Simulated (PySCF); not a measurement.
Rhodium: a sound run and one with changed settings

Sound run: Rh⁺ [Kr] 4d8, Rh²⁺ [Kr] 4d7. Calculation: PySCF 2.14, in x2c-SVPall (6s5p5d1f, 53 functions); scalar relativity by spin-free X2C-1e. The sound run starts from symmetry-adapted Hartree-Fock orbitals and uses a fine grid where one is needed.

Changed run: radial step 0.3 in ln r (0.13 in the sound run). This setting is unsound on purpose.

```
species  method  sound run (hartree)  changed run (hartree)  converged
    Rh⁺     UHF          -4780.51111            -4780.51111        yes
    Rh⁺    MN15          -4785.93921            -4785.92063        yes
    Rh⁺    BP86          -4783.44592            -4783.44400        yes
   Rh²⁺     UHF          -4779.91626            -4779.91626        yes
   Rh²⁺    MN15          -4785.26149            -4785.24271        yes
   Rh²⁺    BP86          -4782.76003            -4782.75816        yes
```

Ionisation energy of Rh⁺:

```tsv
method	sound run (eV)	changed run (eV)
UHF	16.187	16.187
MN15	18.442	18.447
BP86	18.664	18.663
```

A coarse radial grid mis-integrates the density and the exchange-correlation energy, with errors of either sign; Hartree-Fock needs no grid.

For comparison, NIST gives 18.08 eV between the lowest levels.
